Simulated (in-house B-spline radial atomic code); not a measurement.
# Ionising La XXVII (La26+) with different functionals

Computed with a radial B-spline atomic code at the basis-set limit: scalar-relativistic (spin-free X2C) Hamiltonian, Fermi nucleus of rms radius 4.855 fm, spin-polarised at highest spin, spherical fractional occupations for the functionals. The ionisation energy is the difference of two self-consistent energies, [Ar] 3d10 4s2 4p1 → [Ar] 3d10 4s2, without Breit or QED terms; ε is the level of the shell that loses the electron (its least bound occupied spin orbital). There is no spin-orbit coupling in this Hamiltonian.

Hybrids are left out here: with spherical fractional occupations of an open shell their exact exchange keeps a self-interaction that integer-occupation calculations don't have.

```
method  rung  ΔSCF (eV)  -ε(4p) (eV)
  RPBE   GGA     891.01       873.32
  OLYP   GGA          ?            ?
  BP86   GGA     891.70       873.82
PBEsol   GGA          ?            ?
```

Problem. What does PBEsol give?

Solution. ΔSCF 891.44 eV, and -ε(4p) = 873.60 eV.

Problem. What does OLYP give?

Solution. ΔSCF 891.68 eV, and -ε(4p) = 874.55 eV.

Problem. Among the functionals, which spreads more, the ΔSCF values or the orbital energies?

Solution. The orbital energies: ΔSCF values span about 0.69 eV and the orbital energies 1.24 eV.

Problem. How do they compare with the NIST value?

Solution. NIST lists 906 eV ± 4 (tabulated theory, ground level to ground level). Errors run from -14.99 to -14.30 eV. The correlated functionals all miss on the same side by more than they spread, so the cause is common to them (spin-orbit coupling, Breit-QED terms, multiplet and fine-structure energies, or a listed next ion that isn't the cheapest removal here) and closeness doesn't rank the functionals.
